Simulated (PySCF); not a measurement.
Species: (KBr)2 ring, K2Br2.
Geometry (PBE0-D3(BJ)/def2-SVP, Å), atoms numbered from 1 in this order:
```
atom  x, y, z in Å
K1     0.693    0.982   -1.585
Br2   -1.507    1.715    0.396
K3    -0.694   -0.983    1.584
Br4    1.507   -1.714   -0.395
```

The calculation used TDDFT PBE0/def2-SVPD, vertical, gas phase, core orbitals frozen in the response in PySCF 2.14.0, density-fitted response routines. Relativistic effects, spin–orbit coupling among them, are left out although an element past zinc is present.

Ground-to-excited transition dipoles (e·a0, same axes as the geometry; the sign carries no meaning), for the states with f of 0.002 or more among the lowest 10:

| state | E (eV) | μx | μy | μz |
| --- | --- | --- | --- | --- |
| S2 | 4.864 | 0.504 | 0.342 | 0.429 |
| S3 | 4.940 | -0.546 | 0.624 | 0.142 |
| S5 | 5.179 | -0.370 | -0.519 | 0.842 |
| S6 | 5.197 | 0.049 | 0.069 | -0.112 |
| S10 | 5.473 | 0.202 | -0.228 | -0.054 |

Problem. Work out the oscillator strengths.

Solution. f = (2/3) ΔE |μ|² with ΔE in hartree (27.2114 eV).

```csv
state,|μ|² (au),|μ| (D),f
S2,0.555,1.89,0.066
S3,0.707,2.14,0.086
S5,1.115,2.68,0.141
S6,0.020,0.36,0.003
S10,0.096,0.79,0.013
```

Problem. All atoms lie in one plane. Which transitions are polarised in it and which across it?

Solution. In the plane: S3, S5, S6 and S10. Perpendicular: S2. 

Problem. What angle do the transition dipoles of S3 and S5 make?

Solution. |cos θ| = |μa·μb| / (|μa| |μb|) = 0.00, so θ ≈ 90° (taken between 0 and 90°, since the signs are arbitrary).

Problem. What peak molar absorption coefficient would the strongest computed level give as a lone Gaussian band 0.3 eV wide at half height?

Solution. ε(max) = 2.175×10⁸ f / FWHM, with the width in cm⁻¹. S5: 2.175×10⁸ × 0.1414 / 2420 ≈ 13000 L mol⁻¹ cm⁻¹.

The vertical ionisation energy (ΔSCF) is 8.38 eV, 2.91 eV above S10.
